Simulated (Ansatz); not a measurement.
Basis-set extrapolation for CH3AlBF, SMILES `F[B]1[CH2][AlH]1` (PBE0-D4/def2-TZVP geometry, frozen core, the Gaussian-basis code of Ansatz). Multiplicity 1, RHF reference.

```json
{"": "HF", "def2-TZVPP": "-405.700751", "def2-QZVPP": "-405.715047"}
{"": "MP2 correlation", "def2-TZVPP": "-0.592682", "def2-QZVPP": "-0.638943"}
{"": "CCSD(T) correlation", "def2-TZVPP": "-0.642967", "def2-QZVPP": "not run"}
```

Energies in hartree. Use E(X) = E(∞) + A·exp(−7.88·√X) for Hartree–Fock and E(X) = E(∞) + B·X^(−2.97) for correlation, with X = 3 and 4, and add CCSD(T) minus MP2 of the smaller set to the MP2 limit.

Problem. What is the CCSD(T) energy at the basis-set limit?

Solution. HF limit: -405.715047 + (-0.014296) × 0.13774 = -405.71702. MP2 limit: -0.638943 + (-0.046261) × 0.74074 = -0.67321. Higher-order term: -0.642967 − (-0.592682) = -0.05028. Total: -406.44051 hartree, 254.1 kJ/mol below CCSD(T)/def2-TZVPP.
